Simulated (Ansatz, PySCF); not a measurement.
Stretching the Ge1–F2 bond in ClFGeH2 (SMILES [F][GeH2][Cl]) (multiplicity 1 held, fragments rigid). Energies count from the point at 1.741 Å.
Geometry at that point (charge 0, multiplicity 1):
```xyz
5

Ge    -0.48722    -0.28782     0.04176
F     -1.17044     1.31355     0.03434
Cl     1.64415    -0.04137    -0.10759
H     -0.82641    -0.91125     1.39620
H     -0.99928    -0.99708    -1.21243
```

Restricted levels (R-, RO-) in cc, def2 and unpolarised 6-31G sets keep to the state of the molecule at rest. Unrestricted levels (U-) break spin symmetry where that is lower. Left out are points that failed, MP2 points in a non-variational dive below the minimum, coupled-cluster points behind a sign of a changed root (a jump of the amplitudes, or a one-step jump against full CI or MRCI), small-basis points behind a change of solution, and semi-empirical points at long bonds. Curves can end on different states.

Cores are frozen in the correlated methods. Filled d and f shells under p-block atoms count as core. Rows in LANL2DZ carry no dispersion term and start afresh at each structure. LANL2DZ brings its own core potentials from Na on.

Run with Ansatz (a first-principles code) with Gaussian orbitals; PySCF for LANL2DZ rows. Values without a source in brackets are computed.

Energies in eV.

```
R (Å)  R-r2SCAN/def2-TZVPP  R-B3LYP/LANL2DZ  R-B3LYP/def2-TZVPP  U-CCSD/def2-TZVPP
-----  -------------------  ---------------  ------------------  -----------------
1.393                 3.25             3.35                3.39               3.32
1.567                 0.52             0.70                0.59               0.52
1.741                 0.00             0.00                0.00               0.00
1.915                 0.36             0.18                0.31               0.40
2.089                 1.02             0.72                0.93               1.13
2.350                 2.11             1.72                1.99               2.32
2.612                 3.07             2.67                2.94               3.44
3.047                 4.27             3.90                4.15               4.76
3.482                 5.04             4.73                4.96               5.32
4.004                 5.58             5.34                5.57               5.47
4.701                 5.95         left out                6.01               5.50
5.571                 6.15         left out                6.29               5.50
```

Doubts at one or more of the structures used: a restricted determinant that unrestricted orbitals would lower (R-r2SCAN/def2-TZVPP, R-B3LYP/LANL2DZ, R-B3LYP/def2-TZVPP); a spin-contaminated determinant (U-CCSD/def2-TZVPP); T1 above 0.05 (U-CCSD/def2-TZVPP).
